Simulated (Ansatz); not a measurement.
`[GeH3][NH]C1=C[SiH2]1` + `[GeH3][SeH]` → `[GeH3][Se][GeH3]` + `NC1=C[SiH2]1` at 700 K and 1 bar (ligand exchange at a Ge–N bond).

Calculated with Ansatz (gas phase, PBE0-D4/def2-TZVP geometries, no zero-point term in ΔE). CCSD(T)/CBS adds triple-zeta CCSD(T) − MP2 to the extrapolated MP2 energy (def2 sets, frozen cores). For Ge, Se outer-core shells are correlated without core-valence functions, which leaves a few kJ/mol of doubt a bond. Scalar relativity is left out up to krypton. One conformer a species, not always the lowest.

```json
{"species": "`[GeH3][NH]C1=C[SiH2]1`", "CCSD(T)/CBS energy (Eh)": "-2500.13796", "H − E (kJ/mol)": "293.6", "S (J/(mol·K))": "502.9"}
{"species": "`[GeH3][SeH]`", "CCSD(T)/CBS energy (Eh)": "-4479.23116", "H − E (kJ/mol)": "131.0", "S (J/(mol·K))": "372.1"}
{"species": "`[GeH3][Se][GeH3]`", "CCSD(T)/CBS energy (Eh)": "-6556.56757", "H − E (kJ/mol)": "201.2", "S (J/(mol·K))": "483.8"}
{"species": "`NC1=C[SiH2]1`", "CCSD(T)/CBS energy (Eh)": "-422.82137", "H − E (kJ/mol)": "232.2", "S (J/(mol·K))": "391.5"}
```

H − E and S are ideal-gas, rigid-rotor, harmonic terms from PBE0-D4/def2-TZVP, for one conformer and one mirror image of each species. 1 Eh = 2625.50 kJ/mol, R = 8.31446 J/(mol·K).

**Question.** By hand: ΔE, ΔH, ΔS and ΔG.

**Answer.** ΔE = (-6556.56757) + (-422.82137) − (-2500.13796) − (-4479.23116) = -0.01982 Eh = -52.0 kJ/mol. Δ(H − E) = 201.2 + 232.2 − 293.6 − 131.0 = 8.8, so ΔH = -43.2 kJ/mol. ΔS = 483.8 + 391.5 − 502.9 − 372.1 = 0.3 J/(mol·K). ΔG = -43.2 − 700 × (0.3)/1000 = -43.4 kJ/mol.

**Question.** By hand: the equilibrium constant, and the temperature at which ΔG would vanish if ΔH and ΔS stayed fixed.

**Answer.** log₁₀ K = −ΔG/(RT ln 10) = 3.2. ΔH and −TΔS have one sign here, so there is no such temperature. One of them is within its doubt of zero, so this could turn.

The number of gas molecules stays the same, so ΔS is small and ΔH decides. A doubt of 5 kJ/mol in ΔE shifts log₁₀ K by 0.4 here. Other conformers and mirror images would add mixing entropy, several J/(mol·K) or more a flexible species. Modes under 60 cm⁻¹, often nearly free rotors, make the harmonic entropy too high. These are equilibria of isolated gas molecules and say nothing of rates. Largest T1 diagnostic: 0.013 (customary marks: 0.02 for closed shells, 0.045 for open ones).
